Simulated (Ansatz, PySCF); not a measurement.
Molecule: CH2O, net charge 0, singlet state. 
Geometry from a B3LYP-D3(BJ)/def2-TZVP (Ansatz, a program for electronic structure) optimisation:
```
O
H 1 0.9706
C 1 1.3085 2 109.01
H 3 1.1140 1 102.40 2 180.00
```

Dipole moments at this geometry, in debye (magnitudes).

```
level                 program  dipole (D)
--------------------  -------  ----------
SVWN5/def2-TZVPD       Ansatz        1.83
TPSS/def2-TZVPD         PySCF        1.75
r2SCAN/def2-TZVPD      Ansatz        1.75
B97M-V/def2-TZVPD      Ansatz        1.72
PBE0/def2-TZVPD        Ansatz        1.68
PW6B95/def2-TZVPD       PySCF        1.64
M06-2X/def2-TZVPD       PySCF        1.57
CAM-B3LYP/def2-TZVPD   Ansatz  (withheld)
wB97M-V/def2-TZVPD     Ansatz        1.65
CCSD(T)/aug-cc-pVDZ    Ansatz  (withheld)
```

Q: Some entries are withheld; supply them.

A: 
- CAM-B3LYP/def2-TZVPD, dipole (D): 1.63
- CCSD(T)/aug-cc-pVDZ, dipole (D): 1.65
